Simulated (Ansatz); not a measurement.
Relaxation of Si5B⁻ with RKS PBE-D4/def2-SVPD.

```sh
$ ansatz run in.yaml --threads 4 --pin off --events-out ev --progress --plain --max-ram 4787MiB
```

```yaml
crystal:
  periodic: [false, false, false]
  atoms:
    - {symbol: B, position_ang: [-0.299780, 0.167810, 0.970790]}
    - {symbol: Si, position_ang: [0.807580, -0.170740, -2.865590]}
    - {symbol: Si, position_ang: [-1.321210, 0.184280, 4.811370]}
    - {symbol: Si, position_ang: [1.385740, -0.391420, -4.894350]}
    - {symbol: Si, position_ang: [-0.774120, 0.186500, 2.747730]}
    - {symbol: Si, position_ang: [0.201790, 0.023570, -0.769940]}
basis:
  gaussian: {orbitals: def2-SVPD}
total_charge: -1
hamiltonian: {xc: pbe, dispersion: d4}
scf: {lower_state_search: "off"}
output: {orbitals: {seedname: orbitals}}
relax: {f_tol: 0.02, max_steps: 100}
```

Run time 65 s (4 threads of Arm Neoverse V2 on a shared host).

Positions (Å) and forces (eV/Å) at steps 1, 2, 4, 5, 6, 7, 8, 9, 10, 11, 12, 13, 14, 15, 16, 17, 18, 19, 20, 21, 22, 23, 24, 25, 26, 27, 28, 29, 30, 31, 32, 34, 35 of 35:

```xyz
6
step=1 energy=-40026.2840 eV
B    -0.300    0.168    0.971    0.041   -0.026   -0.130
Si    0.808   -0.171   -2.866   -0.254    0.097    0.865
Si   -1.321    0.184    4.811   -0.160    0.005    0.599
Si    1.386   -0.391   -4.894    0.175   -0.066   -0.606
Si   -0.774    0.186    2.748    0.060    0.020   -0.246
Si    0.202    0.024   -0.770    0.139   -0.030   -0.482
6
step=2 energy=-40026.3130 eV
B    -0.296    0.160    0.966    0.009   -0.028   -0.013
Si    0.805   -0.167   -2.862   -0.061    0.026    0.191
Si   -1.332    0.190    4.846   -0.021    0.005    0.071
Si    1.393   -0.392   -4.922    0.028   -0.010   -0.094
Si   -0.776    0.188    2.752   -0.016    0.015    0.049
Si    0.205    0.021   -0.780    0.061   -0.009   -0.204
6
step=4 energy=-40026.3161 eV
B    -0.289    0.113    0.969   -0.023   -0.012   -0.010
Si    0.790   -0.151   -2.867   -0.015   -0.001   -0.021
Si   -1.340    0.214    4.853   -0.002    0.004   -0.005
Si    1.396   -0.379   -4.928    0.003    0.002    0.004
Si   -0.779    0.198    2.755    0.006    0.003    0.018
Si    0.222    0.005   -0.782    0.031    0.004    0.013
6
step=5 energy=-40026.3271 eV
B    -0.270   -0.081    0.985   -0.222    0.060    0.122
Si    0.690   -0.094   -2.900   -0.110   -0.069    0.030
Si   -1.363    0.305    4.845   -0.010    0.002    0.011
Si    1.413   -0.322   -4.928   -0.004    0.014    0.077
Si   -0.796    0.250    2.752    0.153   -0.092   -0.305
Si    0.325   -0.059   -0.753    0.193    0.085    0.067
6
step=6 energy=-40026.3729 eV
B    -0.332   -0.265    0.966   -0.339    0.318    0.333
Si    0.557   -0.066   -2.930   -0.170   -0.133    0.274
Si   -1.372    0.393    4.832   -0.009    0.000   -0.012
Si    1.434   -0.265   -4.912   -0.047    0.021    0.197
Si   -0.794    0.284    2.746    0.320   -0.334   -0.865
Si    0.507   -0.081   -0.703    0.246    0.127    0.073
6
step=7 energy=-40026.4983 eV
B    -0.421   -0.259    0.890   -0.031    0.291    0.214
Si    0.451   -0.102   -2.892   -0.070   -0.058    0.339
Si   -1.375    0.422    4.784    0.010   -0.016   -0.104
Si    1.415   -0.235   -4.843   -0.053    0.004    0.138
Si   -0.760    0.238    2.709    0.142   -0.234   -0.599
Si    0.690   -0.064   -0.648    0.003    0.013    0.013
6
step=8 energy=-40026.5705 eV
B    -0.427   -0.083    0.815    0.157    0.091    0.160
Si    0.405   -0.158   -2.813   -0.014    0.007    0.232
Si   -1.417    0.371    4.718   -0.009   -0.010   -0.050
Si    1.329   -0.242   -4.779   -0.005   -0.008   -0.053
Si   -0.738    0.180    2.669    0.014   -0.063   -0.314
Si    0.848   -0.068   -0.610   -0.143   -0.018    0.025
6
step=9 energy=-40026.6018 eV
B    -0.244   -0.006    0.840   -0.038    0.011   -0.087
Si    0.396   -0.128   -2.741    0.004    0.001    0.034
Si   -1.556    0.398    4.627    0.009   -0.016   -0.101
Si    1.160   -0.262   -4.775   -0.032   -0.002   -0.043
Si   -0.753    0.078    2.638   -0.038    0.015    0.196
Si    0.996   -0.080   -0.588    0.095   -0.009    0.000
6
step=10 energy=-40026.6120 eV
B    -0.168    0.055    0.846   -0.045   -0.004   -0.019
Si    0.405   -0.132   -2.705    0.003   -0.002   -0.078
Si   -1.629    0.395    4.584    0.032   -0.020   -0.137
Si    1.066   -0.265   -4.777   -0.051    0.007    0.009
Si   -0.754    0.042    2.630   -0.018    0.025    0.107
Si    1.080   -0.095   -0.578    0.079   -0.006    0.118
6
step=11 energy=-40026.6288 eV
B    -0.060    0.072    0.850    0.038   -0.041   -0.019
Si    0.437   -0.130   -2.630    0.105   -0.015   -0.197
Si   -1.749    0.416    4.487    0.068   -0.032   -0.173
Si    0.876   -0.251   -4.779   -0.102    0.024    0.300
Si   -0.755    0.003    2.601   -0.047    0.051    0.066
Si    1.252   -0.110   -0.529   -0.063    0.013    0.022
6
step=12 energy=-40026.6451 eV
B     0.035    0.038    0.834   -0.056   -0.031    0.197
Si    0.474   -0.119   -2.541    0.088   -0.026   -0.395
Si   -1.851    0.441    4.373    0.110   -0.048   -0.210
Si    0.687   -0.232   -4.737   -0.089    0.030    0.485
Si   -0.750   -0.016    2.555   -0.072    0.067   -0.003
Si    1.406   -0.112   -0.485    0.020    0.007   -0.074
6
step=13 energy=-40026.6728 eV
B     0.131    0.006    0.822   -0.120   -0.018    0.205
Si    0.512   -0.110   -2.457    0.005   -0.026   -0.426
Si   -1.924    0.459    4.262    0.119   -0.052   -0.201
Si    0.506   -0.217   -4.665   -0.044    0.029    0.518
Si   -0.772   -0.030    2.487   -0.077    0.064   -0.022
Si    1.547   -0.109   -0.449    0.117    0.003   -0.074
6
step=14 energy=-40026.7303 eV
B     0.205   -0.021    0.783   -0.037   -0.016    0.054
Si    0.514   -0.107   -2.351   -0.033   -0.017   -0.177
Si   -1.946    0.465    4.152    0.062   -0.026   -0.094
Si    0.356   -0.201   -4.540   -0.046    0.018    0.334
Si   -0.823   -0.035    2.374   -0.065    0.033   -0.114
Si    1.695   -0.101   -0.417    0.121    0.008   -0.003
6
step=15 energy=-40026.8284 eV
B     0.268   -0.041    0.724   -0.055   -0.014   -0.057
Si    0.504   -0.109   -2.224   -0.030   -0.007    0.092
Si   -1.937    0.460    4.055    0.060   -0.027   -0.084
Si    0.223   -0.188   -4.398   -0.065    0.011    0.268
Si   -0.899   -0.029    2.225   -0.018    0.029   -0.227
Si    1.842   -0.093   -0.382    0.108    0.008    0.008
6
step=16 energy=-40026.9931 eV
B     0.306   -0.063    0.639    0.025    0.011   -0.329
Si    0.476   -0.109   -2.072   -0.017    0.005    0.388
Si   -1.905    0.437    3.954    0.060   -0.032   -0.107
Si    0.116   -0.179   -4.236   -0.094    0.005    0.224
Si   -0.963    0.001    2.059   -0.024    0.017   -0.222
Si    1.969   -0.087   -0.344    0.051   -0.006    0.046
6
step=17 energy=-40027.2240 eV
B     0.330   -0.063    0.533    0.060    0.003   -0.506
Si    0.436   -0.107   -1.906   -0.064    0.016    0.488
Si   -1.869    0.410    3.844    0.034   -0.032   -0.120
Si    0.029   -0.172   -4.064   -0.104    0.002    0.202
Si   -0.998    0.024    1.901   -0.015    0.021   -0.165
Si    2.073   -0.091   -0.308    0.089   -0.010    0.101
6
step=18 energy=-40027.4574 eV
B     0.365   -0.063    0.443    0.039   -0.008   -0.623
Si    0.412   -0.099   -1.754   -0.105    0.027    0.516
Si   -1.851    0.384    3.725   -0.023   -0.020   -0.092
Si   -0.072   -0.169   -3.898   -0.066   -0.002    0.164
Si   -1.020    0.046    1.756    0.069    0.015   -0.078
Si    2.166   -0.099   -0.272    0.086   -0.012    0.113
6
step=19 energy=-40027.3982 eV rejected
B     0.373   -0.061    0.284   -0.062   -0.019    2.150
Si    0.338   -0.079   -1.574   -0.366    0.035   -2.258
Si   -1.851    0.364    3.615   -0.028   -0.025   -0.158
Si   -0.118   -0.169   -3.727    0.100   -0.016    0.122
Si   -0.981    0.058    1.653    0.222    0.032    0.068
Si    2.239   -0.113   -0.250    0.134   -0.008    0.076
6
step=20 energy=-40027.5408 eV
B     0.374   -0.069    0.378   -0.016   -0.018   -0.138
Si    0.358   -0.080   -1.678   -0.116    0.035    0.074
Si   -1.868    0.375    3.671   -0.027   -0.019   -0.098
Si   -0.083   -0.173   -3.829   -0.008   -0.009    0.139
Si   -0.979    0.054    1.725    0.049    0.023    0.007
Si    2.198   -0.107   -0.267    0.119   -0.013    0.016
6
step=21 energy=-40027.5664 eV
B     0.418   -0.095    0.368    0.105   -0.041    0.128
Si    0.317   -0.028   -1.629   -0.087    0.069   -0.149
Si   -1.940    0.369    3.607   -0.005   -0.015   -0.105
Si   -0.119   -0.190   -3.771    0.031   -0.023    0.070
Si   -0.918    0.066    1.725    0.009    0.022    0.079
Si    2.242   -0.122   -0.301   -0.053   -0.011   -0.024
6
step=22 energy=-40027.6006 eV
B     0.480   -0.147    0.383    0.039   -0.022    0.123
Si    0.244    0.090   -1.579   -0.041    0.067   -0.099
Si   -2.035    0.368    3.531    0.074   -0.021   -0.161
Si   -0.126   -0.235   -3.713    0.090   -0.022    0.099
Si   -0.829    0.070    1.753   -0.075    0.013    0.170
Si    2.267   -0.146   -0.375   -0.088   -0.016   -0.133
6
step=23 energy=-40027.6541 eV
B     0.519   -0.188    0.395    0.041    0.092   -0.056
Si    0.122    0.230   -1.516    0.005   -0.064   -0.065
Si   -2.103    0.370    3.467    0.143   -0.030   -0.180
Si   -0.046   -0.294   -3.647    0.190    0.041    0.313
Si   -0.747    0.063    1.799   -0.124   -0.004    0.194
Si    2.254   -0.181   -0.498   -0.255   -0.034   -0.207
6
step=24 energy=-40027.7785 eV
B     0.530   -0.177    0.389    0.016    0.217   -0.116
Si   -0.033    0.329   -1.449   -0.003   -0.225   -0.236
Si   -2.132    0.362    3.431    0.175   -0.038   -0.159
Si    0.119   -0.339   -3.566    0.328    0.155    0.654
Si   -0.677    0.058    1.850   -0.113   -0.017    0.194
Si    2.194   -0.233   -0.655   -0.403   -0.091   -0.337
6
step=25 energy=-40028.0395 eV
B     0.526   -0.129    0.374   -0.094    0.322   -0.013
Si   -0.155    0.356   -1.411   -0.231   -0.133   -0.097
Si   -2.133    0.352    3.416    0.152   -0.038   -0.100
Si    0.286   -0.347   -3.469    0.615    0.102    0.620
Si   -0.635    0.056    1.882    0.005   -0.047    0.179
Si    2.110   -0.288   -0.792   -0.446   -0.205   -0.589
6
step=26 energy=-40028.4693 eV
B     0.519   -0.066    0.361   -0.147    0.323    0.033
Si   -0.266    0.369   -1.387   -0.401    0.000    0.019
Si   -2.125    0.343    3.409    0.132   -0.039   -0.056
Si    0.453   -0.348   -3.369    0.948    0.013    0.709
Si   -0.600    0.048    1.910    0.157   -0.064    0.127
Si    2.019   -0.347   -0.924   -0.689   -0.233   -0.833
6
step=27 energy=-40028.9565 eV
B     0.509   -0.014    0.347   -0.092    0.180   -0.019
Si   -0.365    0.385   -1.373   -0.375    0.091    0.026
Si   -2.113    0.337    3.403    0.138   -0.040   -0.055
Si    0.615   -0.349   -3.260    0.915   -0.065    0.581
Si   -0.564    0.038    1.930    0.206   -0.049    0.096
Si    1.917   -0.397   -1.048   -0.792   -0.116   -0.628
6
step=28 energy=-40029.1609 eV
B     0.484    0.009    0.333    0.015    0.084   -0.162
Si   -0.447    0.418   -1.368   -0.359    0.094   -0.239
Si   -2.086    0.329    3.395    0.057   -0.023    0.023
Si    0.783   -0.368   -3.163   -0.113    0.050   -0.731
Si   -0.519    0.029    1.952    0.206   -0.050    0.068
Si    1.785   -0.418   -1.149    0.194   -0.155    1.040
6
step=29 energy=-40029.2688 eV
B     0.376    0.063    0.289   -0.376   -0.144   -0.112
Si   -0.529    0.337   -1.492    0.435   -0.037   -0.117
Si   -2.017    0.300    3.483    0.098   -0.020    0.001
Si    0.930   -0.265   -3.237   -0.009   -0.041    0.461
Si   -0.480    0.094    1.988    0.031    0.060    0.085
Si    1.719   -0.528   -1.032   -0.180    0.182   -0.319
6
step=30 energy=-40029.3145 eV
B     0.214   -0.030    0.239   -0.188    0.266   -0.027
Si   -0.508    0.383   -1.611    0.271   -0.237    0.151
Si   -1.944    0.280    3.594    0.087   -0.019    0.000
Si    1.026   -0.298   -3.241    0.036    0.094    0.354
Si   -0.488    0.140    2.015    0.009   -0.043   -0.217
Si    1.700   -0.475   -0.997   -0.215   -0.061   -0.260
6
step=31 energy=-40029.3625 eV
B     0.108    0.032    0.187   -0.016    0.052   -0.136
Si   -0.498    0.366   -1.689    0.100   -0.071    0.018
Si   -1.790    0.236    3.714   -0.047   -0.001    0.140
Si    1.137   -0.295   -3.205    0.025    0.025    0.072
Si   -0.604    0.168    1.935   -0.005    0.008    0.017
Si    1.646   -0.507   -0.943   -0.057   -0.013   -0.111
6
step=32 energy=-40029.3765 eV
B    -0.003    0.050    0.132   -0.078   -0.015    0.138
Si   -0.486    0.341   -1.774   -0.024    0.031   -0.075
Si   -1.641    0.213    3.834    0.028    0.005   -0.042
Si    1.258   -0.272   -3.183   -0.021    0.001    0.023
Si   -0.720    0.199    1.893    0.019   -0.008   -0.048
Si    1.591   -0.530   -0.902    0.077   -0.013    0.004
6
step=34 energy=-40029.3785 eV
B    -0.042    0.025    0.121   -0.003   -0.001   -0.003
Si   -0.484    0.343   -1.794    0.000    0.000   -0.003
Si   -1.587    0.250    3.854    0.001    0.002   -0.001
Si    1.289   -0.248   -3.171   -0.001    0.002    0.002
Si   -0.759    0.159    1.876    0.001   -0.002    0.003
Si    1.584   -0.529   -0.886    0.003   -0.001    0.002
6
step=35 energy=-40029.3786 eV
B    -0.048    0.012    0.120   -0.008    0.000   -0.001
Si   -0.486    0.338   -1.796    0.002    0.001    0.002
Si   -1.578    0.270    3.858    0.002    0.001   -0.005
Si    1.297   -0.230   -3.170   -0.002   -0.001    0.005
Si   -0.766    0.143    1.874    0.001   -0.001    0.003
Si    1.582   -0.532   -0.886    0.005    0.000   -0.004
```

The restricted singlet is unstable towards broken spin symmetry at other levels; at PBE-D4/def2-SVPD this wasn't settled. Another isomer (singlet) lies 1.03 eV lower at PBE0-D4/def2-TZVPD; other spin states weren't run for this one.
